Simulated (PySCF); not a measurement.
## Dipole moment and polarisability of `C=Pc1ccsc1`

C₅H₅PS.
Geometry (GFN2-xTB, Å), atoms numbered from 1 in this order:
```xyz
12
C5H5PS angstrom
C      2.602   -0.031    0.107
P      1.532   -0.889   -0.838
C     -0.063   -0.193   -0.306
C     -1.250   -0.974   -0.228
C     -2.329   -0.251    0.149
S     -1.943    1.409    0.395
C     -0.300    1.116   -0.006
H      3.659   -0.211    0.003
H      2.311    0.698    0.845
H     -1.273   -2.029   -0.436
H     -3.338   -0.581    0.300
H      0.392    1.935   -0.012
```

Level: CAM-B3LYP/def2-SVPD (PySCF), static field, nuclei fixed, core orbitals frozen in the response. The polarisability tensor in these axes (au):

```
x   133.04  -7.64  -4.65
y    -7.64  97.07  11.79
z    -4.65  11.79  71.53
```

Question: Diagonalise the tensor; give its mean and Δα, where Δα² is half the sum of the squared differences of the eigenvalues.

Answer: Principal values 66.88, 99.38 and 135.38 au; mean 100.55 au = 14.90 Å³ = 16.58 × 10⁻⁴⁰ C²·m²/J; Δα = 59.35 au (59 % of the mean).

Question: What is the dipole moment, and where does it point?

Answer: (-0.46, 0.41, 0.58) D, 0.84 D in size, pointing from the negative to the positive side. Measured along this direction, the outermost atoms are H8 at the negative end and S6 at the positive end.

Question: Rayleigh depolarisation ratio (linearly polarised light, static tensor)?

Answer: ρ = 3Δα²/(45ᾱ² + 4Δα²) = 10567.7/(454954 + 14090.2) = 0.0225.

Question: Traceless (Buckingham) quadrupole moment about the centre of nuclear charge: eigenvalues?

Answer: -6.45, -3.22, 9.67 D·Å. The values depend on the origin, since the dipole doesn't vanish. The electronic extent ⟨r²⟩ about the same centre is 1148 bohr², a root-mean-square distance of 2.21 Å for the 66 electrons.

Question: Find the Langevin capture rate constant for H3+ (3.023 u) meeting this molecule (127.985 u), k = 2.342 × 10⁻⁹ cm³/s × √(α in Å³ / reduced mass in u).

Answer: The reduced mass is 2.95 u, so k = 5.26 × 10⁻⁹ cm³/s. The formula leaves out the permanent dipole, which adds to the capture rate.

Question: How large is μ²/3kT at 350 K beside α?

Answer: In Gaussian units μ²/3kT = 4.89 Å³ against 14.90 Å³, a ratio of 0.33; the Debye molar polarisation (4π/3)N_A(α + μ²/3kT) is 49.9 cm³/mol, leaving out the vibrational part.

Question: Estimate the molar refractivity from the static electronic polarisability.

Answer: Lorentz–Lorenz: R = (4π/3)N_A α = 2.5225 cm³/(mol·Å³) × 14.90 Å³ = 37.6 cm³/mol, in the limit of long wavelengths.

The structure is a single GFN2-xTB conformer in the gas phase; no vibrational or solvent corrections.

The run behind these numbers computed excited states as well. The run took 55 s of wall time on an Arm Neoverse N1 with one thread, shared host with 64 logical CPUs at a one-minute load of 56, and the process peaked at 0.87 GiB of memory.
